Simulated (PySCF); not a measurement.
**Optical rotation: `C#C[C@@]1(F)[SiH2]C[C@H]1C`, C₆H₉FSi**

Geometry (Å), atoms numbered from 1 in this order:
```xyz
17

C     2.372   -1.529    0.120
C     1.542   -0.722    0.428
C     0.577    0.272    0.810
F     0.612    0.433    2.201
Si    0.630    1.931   -0.212
C    -0.937    1.034   -0.833
C    -0.871    0.004    0.318
C    -1.182   -1.426   -0.087
H     3.089   -2.243   -0.158
H     0.404    3.094    0.638
H     1.756    2.076   -1.128
H    -0.799    0.546   -1.797
H    -1.876    1.582   -0.876
H    -1.541    0.305    1.127
H    -1.077   -2.094    0.765
H    -0.502   -1.758   -0.869
H    -2.203   -1.493   -0.459
```

Computed, not measured: TDDFT PBE0/def2-SVPD circular dichroism and optical rotation, one conformer, gas phase in PySCF 2.14.0. Geometry: GFN2-xTB.

States above about 7.3 eV lie in this functional's continuum (it starts at minus the energy of the highest occupied orbital, well below the true ionisation energy for most functionals) and depend on the basis.

Stereocentres: C3 S, C7 R.

Give the optical rotatory dispersion at 633, 589.3, 546, 436, 405, 365, 355 nm.

[α] in deg dm⁻¹ (g/mL)⁻¹:
| λ (nm) | origin-invariant length gauge | modified velocity gauge | length gauge (centre of mass) | isotropic polarisability (au) |
| --- | --- | --- | --- | --- |
| 633 | -4.8 | -14.6 | -3.9 | 96.8 |
| 589.3 | -6.0 | -17.4 | -4.9 | 97.3 |
| 546 | -7.8 | -21.3 | -6.5 | 97.8 |
| 436 | -19.2 | -41.5 | -16.8 | 100.0 |
| 405 | -27.4 | -53.9 | -24.4 | 101.0 |
| 365 | -49.0 | -83.0 | -44.8 | 102.8 |
| 355 | -58.4 | -94.7 | -53.7 | 103.4 |

And for the mirror image at 589.3 nm?

+6.0 deg dm⁻¹ (g/mL)⁻¹ (origin-invariant length gauge): the same size and the opposite sign.

What is the molar rotation [Φ] = [α]·M/100 of the geometry above at 589.3 nm?

With M = 128.22 g/mol, -7.7 deg cm² dmol⁻¹ (origin-invariant length gauge).

The first excitation lies at 5.43 eV (228 nm) with R = -17.8 × 10⁻⁴⁰ esu² cm² (velocity form).
